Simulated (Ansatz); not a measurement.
Frontier orbitals of C2H3BF2O2 (`CC(=O)OB(F)F`).

The species carries charge 0 and has multiplicity 1. The geometry is a stationary point of PBE0-D4/def2-TZVP. It is one conformer, not always the lowest. Basis def2-TZVPP, the Gaussian-basis code of Ansatz.

```json
{"functional": "LDA (SPW92)", "HOMO (eV)": "-7.18", "LUMO (eV)": "-2.10", "gap (eV)": "5.08"}
{"functional": "PBE", "HOMO (eV)": "-6.96", "LUMO (eV)": "-1.80", "gap (eV)": "5.16"}
{"functional": "revPBE", "HOMO (eV)": "-6.87", "LUMO (eV)": "-1.68", "gap (eV)": "5.19"}
{"functional": "PBE0", "HOMO (eV)": "-8.68", "LUMO (eV)": "-0.65", "gap (eV)": "8.03"}
{"functional": "r2SCAN0", "HOMO (eV)": "-8.94", "LUMO (eV)": "-0.47", "gap (eV)": "8.47"}
{"functional": "LC-ωPBE", "HOMO (eV)": "-11.51", "LUMO (eV)": "1.81", "gap (eV)": "13.32"}
{"functional": "ωB97M-V", "HOMO (eV)": "-11.13", "LUMO (eV)": "1.64", "gap (eV)": "12.77"}
```

A quarter of exact exchange (PBE0) shifts PBE's HOMO by −1.72 eV and its LUMO by +1.14 eV; full exchange at long range (ωB97M-V) shifts them by −4.17 and +3.44 eV. The gap opens from 5.16 to 12.77 eV, since occupied levels lose self-interaction and empty ones feel all the electrons. A positive LUMO is unbound and depends on the basis.

LC-ωPBE has ω = 0.4 bohr⁻¹.
